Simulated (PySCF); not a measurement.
A calculated (LDA, PySCF 2.14, aug-cc-pVTZ-DK, the spin-free X2C one-electron Hamiltonian (Gaussian nucleus)) atom or ion has these occupied shells.

| shell | electrons | orbital energy (eV) | rms radius, mean of both spins (bohr) |
| --- | --- | --- | --- |
| 1s α | 1 | -19764.6 | 0.0404 |
| 1s β | 1 | -19764.6 | 0.0404 |
| 2s α | 1 | -2795.7 | 0.167 |
| 2s β | 1 | -2795.4 | 0.167 |
| 2p α | 3 | -2502.7 | 0.148 |
| 2p β | 3 | -2502.4 | 0.148 |
| 3s α | 1 | -477.32 | 0.460 |
| 3s β | 1 | -477.03 | 0.460 |
| 3p α | 3 | -381.15 | 0.465 |
| 3p β | 3 | -380.83 | 0.465 |
| 3d α | 5 | -223.84 | 0.456 |
| 3d β | 5 | -223.43 | 0.456 |
| 4s α | 1 | -67.325 | 1.18 |
| 4s β | 1 | -65.253 | 1.18 |
| 4p α | 3 | -41.499 | 1.32 |
| 4p β | 3 | -39.264 | 1.32 |
| 4d α | 4 | -6.285 | 2.07 |
| 5s α | 1 | -5.356 | 3.58 |
| 5s β | 1 | -4.380 | 3.58 |

**Question.** Name the element and its charge.

**Answer.** Mo (molybdenum, neutral), in [Kr] 4d4 5s2, high-spin 5D determinant (an excited configuration).
